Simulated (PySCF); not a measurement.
Spin-rotation constants: `CNp1cccc1`, C$_{5}$H$_{8}$NP

Geometry (Å), atoms numbered from 1 in this order:
```xyz
15

C    -2.643   -0.158    0.188
N    -1.347   -0.370   -0.432
P    -0.174    0.864   -0.319
C     1.120    0.180   -1.382
C     2.251   -0.033   -0.690
C     2.114    0.151    0.738
C     0.879    0.502    1.127
H    -2.959    0.865   -0.014
H    -2.645   -0.313    1.272
H    -3.364   -0.843   -0.261
H    -0.978   -1.294   -0.221
H     1.021    0.109   -2.452
H     3.188   -0.345   -1.126
H     2.945   -0.019    1.406
H     0.587    0.710    2.144
```

Computed, not measured: GIAO B3LYP/pcSseg-1 magnetisability, rotational g tensor and spin-rotation constants, non-relativistic, gas phase in PySCF 2.14.0. Geometry: GFN2-xTB.

Give the nuclear spin-rotation constants along the inertial axes (H = +C I·J) beside the isotropic shieldings.

Rotational constants 5.3052, 1.5785, 1.3802 GHz. A star marks the isotopologue with that one atom substituted, in its own axes.
```
atom  isotope  Caa (kHz)  Cbb (kHz)  Ccc (kHz)  mean (kHz)  σ (ppm)
  N2      14N      0.386      0.079      0.001       0.155    232.9
  P3      31P      9.537      2.779      2.328       4.881    252.4
  H8       1H     -0.467     -0.188      0.049      -0.202     29.0
  H9       1H     -0.558      0.046     -0.126      -0.213     28.9
 H10       1H     -0.198     -0.117     -0.070      -0.128     28.6
 H11       1H     -0.600     -0.191     -0.007      -0.266     31.5
 H12       1H     -0.533      0.189     -0.173      -0.172     25.2
 H13       1H      0.226     -0.087     -0.126       0.005     25.1
 H14       1H      0.040     -0.019     -0.134      -0.037     25.0
 H15       1H     -0.422      0.165     -0.177      -0.145     25.0
  C1     13C*      0.786      0.297      0.274       0.452    143.1
  C4     13C*      1.904      0.800      0.234       0.979     35.0
  C5     13C*      1.915      0.710      0.276       0.967     39.8
```
For the geometry as given, no vibrational averaging.

How do the rotational constants and the g tensor change when H8, H9, H10, H11, H12, H13, H14, H15 are replaced by deuterium?

Constants 4.3617, 1.3499, 1.1702 GHz; g -0.0490, -0.0182, -0.0010, against -0.0595, -0.0212, -0.0012 before.
